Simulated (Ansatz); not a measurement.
In3Se3Cl3⁺, that is (ClInSe)3 ring with one electron fewer, relaxed as a doublet with UKS PBE-D4/def2-SVP in Ansatz, starting from the PBE-D4/def2-SVP geometry of the neutral singlet. Force threshold 0.03 eV/Å.

In the def2 sets In takes a core potential; there is no spin–orbit coupling. An occupied level lies above an empty one. The gap within one spin of the relaxed charge 1 doublet nearly closes, so an electron or hole may be smeared out by delocalisation error.

Start:

```csv
atom,x (Å),y (Å),z (Å)
In1,-1.7448,-1.0885,0.9672
Cl2,-3.5619,-2.2232,1.9757
Se3,-2.1354,1.4116,0.9426
In4,-0.0417,2.2638,-0.1948
Cl5,-0.0797,4.6229,-0.3950
Se6,2.0912,1.3066,-1.1654
In7,1.7810,-1.1758,-0.7808
Cl8,3.6432,-2.4004,-1.5807
Se9,0.0482,-2.7170,0.2313
```

| step | energy (eV) | largest force component (eV/Å) | SCF passes |
| --- | --- | --- | --- |
| 1 | -249060.7501 | 0.650 | 129 |
| 2 | -249060.8007 | 0.135 | 48 |
| 3 | -249060.8225 | 0.093 | 40 |
| 4 | -249060.8260 | 0.038 | 34 |
| 5 | -249060.8274 | 0.035 | 33 |
| 6 | -249060.8276 | 0.007 | 36 |

Force components are those of the run's own axes.

End:

```xyz
9

In   -1.792   -1.195    1.006
Cl   -3.656   -2.172    2.012
Se   -2.085    1.379    0.920
In    0.016    2.366   -0.232
Cl   -0.165    4.689   -0.358
Se    2.130    1.316   -1.192
In    1.824   -1.203   -0.795
Cl    3.668   -2.417   -1.594
Se    0.061   -2.763    0.232
```

By distances, no bond broke or formed. The bond that changes most is Se3–In4, from 2.53 to 2.59 Å (atoms count from 1).

No frequencies were taken in this run, so the end may be a saddle point.

Run time 21 s (2 threads of AMD EPYC 7R13 on a shared host and a share (18 GiB) of an NVIDIA H100 80GB HBM3), peak host memory 0.9 GiB.
